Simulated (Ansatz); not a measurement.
Reaction (ligand exchange at the Si–O bond): `F[SiH2]O[SiH3]` + `[SiH3]C#CS` → `[SiH3]C#CS[SiH3]` + `O[SiH2]F`

Gas-phase electronic energies from Ansatz, PBE0-D4/def2-TZVP geometries. CBS: MP2 limit from def2 TZ/QZ plus the TZ coupled-cluster correction, frozen cores. DFT in def2-TZVPP. One conformer a species, not always the lowest.

| level | ΔE (kcal/mol) |
| --- | --- |
| PBE-D4 | 6.1 |
| ωB97M-V | 10.1 |

**Question.** What does CCSD(T)/CBS give? (Estimate.)

**Answer.** The calculation gave: +10.0 kcal/mol. The listed levels differ from it by -3.9, 0.1 kcal/mol.

Largest T1 diagnostic among the species: 0.013.

In def2-TZVPP, CCSD(T) changes the Hartree–Fock value by −5.4 kcal/mol (the triples alone add −1.1 kcal/mol) and MP2 by −6.5 kcal/mol. From PBE to PBE0 (25 % exact exchange), in def2-TZVPP and without D4, ΔE moves by +1.3 kcal/mol. The D4 term adds −0.8 kcal/mol with B3LYP and −0.4 kcal/mol with PBE0; it sums over pairs of atoms, weighted by their polarisabilities, and B3LYP, whose exchange is more repulsive, gets the larger term.

B3LYP here is the variant with VWN-RPA as its local correlation; programs differ in this.
